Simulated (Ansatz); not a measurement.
ClH3SSn, SMILES `[SH][SnH2][Cl]` at its PBE0-D4/def2-TZVP geometry, where that method's forces vanish. Total charge 0; spin multiplicity 1. Sn takes the def2 core potential.

```csv
atom,x (Å),y (Å),z (Å)
S1,0.557,-1.299,1.289
Sn2,-0.282,0.043,-0.495
Cl3,1.401,1.491,-1.211
H4,0.499,-0.293,2.178
H5,-1.545,1.049,0.034
H6,-0.631,-0.990,-1.795
```

(1) For each bond, give half the difference of the two atoms' forces along it (eV/Å; positive pushes the atoms apart) under PBE-D4, r2SCAN-D4, B3LYP-D4, ωB97M-V in def2-TZVPP. (Estimate.)

Results:

(1) Computed: 
| bond | length (Å) | PBE-D4 | r2SCAN-D4 | B3LYP-D4 | ωB97M-V |
| --- | --- | --- | --- | --- | --- |
| S1–Sn2 | 2.385 | 0.18 | 0.07 | 0.21 | -0.01 |
| S1–H4 | 1.344 | 0.25 | 0.01 | -0.02 | -0.09 |
| Sn2–Cl3 | 2.333 | 0.23 | 0.08 | 0.26 | 0.02 |
| Sn2–H5 | 1.699 | 0.05 | -0.03 | -0.04 | -0.09 |
| Sn2–H6 | 1.697 | 0.07 | -0.02 | -0.04 | -0.08 |

B3LYP here is the variant with VWN-RPA as its local correlation; programs differ in this.
